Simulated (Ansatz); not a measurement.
## Changing the shape of HBr, singlet

Computed with Ansatz's Gaussian-basis code (development build). Basis cc-pwCVTZ-PP on Br, cc-pVTZ on H, scalar-relativistic core potentials (10 electrons on Br), no spin–orbit coupling, 4 orbitals frozen in the corrections; active space CAS(6,4). Restricted Hartree–Fock, then the lowest state-specific CASSCF solution met for each case. Single-reference values can break down or jump between states where bonds are stretched. Solutions in different active orbitals can move differences by tenths of an eV and at times more than 1 eV.

Case A: bond length 1.6261 Å.

Case B: bond length 1.4140 Å.

Energy less that of case A, in eV:

```
case  RHF/ROHF  CASSCF
   B    -0.495  -0.325
```

What does SC-NEVPT2 give for these differences?

B: -0.412 eV (-9.5 kcal/mol).
